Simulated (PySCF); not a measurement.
# Electron correlation in Be (beryllium, neutral)

[He] 2s2, closed-shell 1S. All numbers are calculated (PySCF 2.14, no relativity, point nucleus, in aug-cc-pCVQZ (9s8p6d4f2g, 109 functions)). Frozen: 1s2; 2 electrons correlated.

With two correlated electrons CCSD is exact within the correlated space (frozen core and kept virtual orbitals).

| level | correlation energy (mhartree) |
| --- | --- |
| CCSD | -46.04 |

Diagnostics: T1 = 0.022, D1 = 0.0308, largest double amplitude 0.109.

Problem. Is a single reference adequate?

Solution. Mostly. T1 lies below 0.03, but a double amplitude of this size points to a near-degeneracy that CCSD handles and MP2 describes poorly.
